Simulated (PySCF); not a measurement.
An isoelectronic set: 96 electrons

CCSD(T) in PySCF with def2-SVP on every atom (core potentials on Tl, Pb, Bi), for the lowest determinant that a PBE0 search found; no spin–orbit coupling. All have 96 electrons, 8 of them in the valence shells, and the same state, a triplet (π ↑↑). For ions De leads to the atom and ion picked by measured ionisation energies and electron affinities.

```csv
species,difference of nuclear charges,Re (Å),ωe (cm⁻¹),k (mdyn/Å),De (eV),dissociates to
TlP,66,2.761,226,0.807,1.22,Tl + P
SiPb,68,2.620,308,1.38,2.04,Si + Pb
AlBi,70,2.848,231,0.752,1.34,Al + Bi
PPb⁺,67,2.655,276,1.21,n/a,P + Pb⁺
SiBi⁺,69,2.647,305,1.35,n/a,Si + Bi⁺
```

Correlated steps freeze 9 core orbitals. Correlated levels converge slowly with the basis: in double zeta they bind strong bonds too weakly, by up to about 1 eV, and carry superposition errors of some tenths. These are scalar-relativistic numbers at best; spin–orbit coupling would shift them, the dissociation energy most. States were picked by a PBE0 search and need not be the measured ground states.
